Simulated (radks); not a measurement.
Spherical jellium clusters: N electrons in a uniform positive sphere of charge N and radius rs N^(1/3), rs = 4.28 bohr. Method: non-relativistic Kohn-Sham, LDA (Slater exchange, Perdew-Wang correlation), spin-polarised, spherical densities; computed with a radial shooting solver with Libxc functionals. Levels are named by radial order and angular momentum (1s, 1p, 1d, 2s, ...), and open shells are averaged over m. Each electron was tried in the lowest free levels, single moves between levels near the top were tried too, and the lowest total energy was kept; such a search can miss a lower state. Energies include the self-energy of the background; IP and EA are vertical (highest electron removed, lowest free level filled), at fixed background; spill-out counts the electrons outside the background radius R, and alpha is the static dipole polarisability from linear response (closed shells only). A dash means not computed or, for alpha, an open shell; in EA it means that no bound solution was reached, which is typical of self-interaction and does not show that the anion is unstable. Real open-shell clusters deform, which this model forbids.

| N | open shells | 2S | E(N+1) + E(N-1) - 2E(N) (eV) | EA (eV) | -e(HOMO) (eV) | alpha/R^3 |
|---|---|---|---|---|---|---|
| 1 | 1s(up 1, down 0) | 1 | - | - | 2.883 | - |
| 2 | none | 0 | 0.983 | - | 3.030 | 1.578 |
| 3 | 1p(up 1, down 0) | 1 | -0.594 | - | 2.081 | - |
| 4 | 1p(up 2, down 0) | 2 | -0.409 | - | 2.555 | - |
| 5 | 1p(up 3, down 0) | 3 | 0.286 | - | 2.857 | - |
| 6 | 1p(up 3, down 1) | 2 | -0.332 | - | 2.603 | - |
| 7 | 1p(up 3, down 2) | 1 | -0.239 | 1.544 | 2.871 | - |
| 8 | none | 0 | 1.061 | - | 3.061 | 1.398 |
| 9 | 1d(up 1, down 0) | 1 | -0.242 | - | 2.064 | - |
| 10 | 1d(up 2, down 0) | 2 | -0.205 | - | 2.296 | - |
| 11 | 1d(up 3, down 0) | 3 | -0.174 | 1.313 | 2.483 | - |
| 12 | 1d(up 4, down 0) | 4 | -0.149 | 1.479 | 2.637 | - |
| 13 | 1d(up 5, down 0) | 5 | 0.313 | 1.198 | 2.766 | - |
| 14 | 1d(up 5, down 1) | 4 | -0.160 | 1.381 | 2.474 | - |
| 15 | 1d(up 5, down 2) | 3 | -0.137 | 1.536 | 2.621 | - |
| 16 | 1d(up 5, down 3) | 2 | -0.119 | 1.669 | 2.745 | - |
| 17 | 1d(up 5, down 4) | 1 | -0.104 | 1.786 | 2.851 | - |
| 18 | none | 0 | 0.201 | 1.625 | 2.943 | 1.304 |
| 19 | 2s(up 1, down 0) | 1 | 0.198 | 1.486 | 2.741 | - |
| 20 | none | 0 | 0.329 | 1.171 | 2.579 | 1.334 |
| 21 | 1f(up 1, down 0) | 1 | -0.111 | 1.292 | 2.277 | - |
| 22 | 1f(up 2, down 0) | 2 | -0.101 | 1.402 | 2.380 | - |
| 23 | 1f(up 3, down 0) | 3 | -0.093 | 1.501 | 2.472 | - |
| 24 | 1f(up 4, down 0) | 4 | -0.085 | 1.591 | 2.555 | - |
| 25 | 1f(up 5, down 0) | 5 | -0.078 | 1.674 | 2.630 | - |
| 26 | 1f(up 6, down 0) | 6 | -0.072 | 1.750 | 2.699 | - |
| 27 | 1f(up 7, down 0) | 7 | 0.273 | 1.487 | 2.762 | - |
| 28 | 1f(up 7, down 1) | 6 | -0.082 | 1.578 | 2.496 | - |
| 29 | 1f(up 7, down 2) | 5 | -0.075 | 1.661 | 2.573 | - |
| 30 | 1f(up 7, down 3) | 4 | -0.069 | 1.737 | 2.643 | - |
| 31 | 1f(up 7, down 4) | 3 | - | 1.807 | 2.708 | - |

All shells are closed at N = 2, 8, 18, 20 (there: 1s2 1p6 1d10 2s2); the second difference of the energy has clear peaks (12 % above both neighbours; the first and last values, which can be the largest, are not judged, and half-filled shells can peak too) at N = 5, 8, 13, 20, 27.
